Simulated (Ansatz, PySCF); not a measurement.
Process, species as SMILES: CN(C)C(=O)N(C)C -> [CH3] (CH3) + C[N]C(=O)N(C)C (the C-N bond at the site shown breaks; other sites are not compared here)
Structures are relaxed separately at B3LYP-D3(BJ)/def2-TZVP in Ansatz (a quantum-chemistry and plane-wave program), one conformer each, not searched for the lowest.
Geometry of the first species:
SMILES: CN(C(N(C)C)=O)C
```xyz
20

C      1.3146    -1.5952     0.0576
N      1.1551    -0.1742    -0.2070
C      2.3999     0.5719    -0.2500
C      0.0324     0.5245     0.2084
O      0.1024     1.6587     0.6591
N     -1.1747    -0.1446     0.0803
C     -2.3339     0.4967     0.6747
C     -1.4731    -0.9719    -1.0777
H      1.6632    -2.1279    -0.8318
H      2.0511    -1.7494     0.8547
H      0.3752    -2.0308     0.3823
H      2.2060     1.5888    -0.5778
H      2.8853     0.6167     0.7321
H      3.0789     0.0856    -0.9528
H     -3.0898    -0.2629     0.8824
H     -2.0471     0.9856     1.6008
H     -2.7700     1.2525     0.0107
H     -1.9136    -1.9277    -0.7798
H     -0.5724    -1.1640    -1.6518
H     -2.1875    -0.4596    -1.7325
```
Charge 0, spin multiplicity 1.

Property: bond dissociation energy (0 K, with B3LYP-D3(BJ) harmonic zero-point energies from PySCF), in kcal/mol. Cores are frozen in the correlated levels unless marked. Open shells are spin-unrestricted. No spin-orbit coupling. Non-relativistic. Basis-set limits of correlation are two-point, X^-3; Hartree-Fock from the larger set. [CCSD(T)-MP2]/basis is that difference in the basis named.

RI-MP2/CBS(cc-pVTZ,cc-pVQZ)+[CCSD(T)-MP2]/cc-pVTZ (Ansatz) gives 80.1 kcal/mol.

Task: Another calculation gave 64.4 kcal/mol. Which level was it?
A) revPBE/def2-TZVPD (Ansatz)
B) PBE0/def2-TZVPD (Ansatz)
C) r2SCAN/def2-TZVPD (Ansatz)
D) SVWN5/def2-TZVPD (Ansatz)

Result: A, revPBE/def2-TZVPD (Ansatz). The others give 73.3 (PBE0), 68.0 (r2SCAN), 93.2 (SVWN5) kcal/mol.
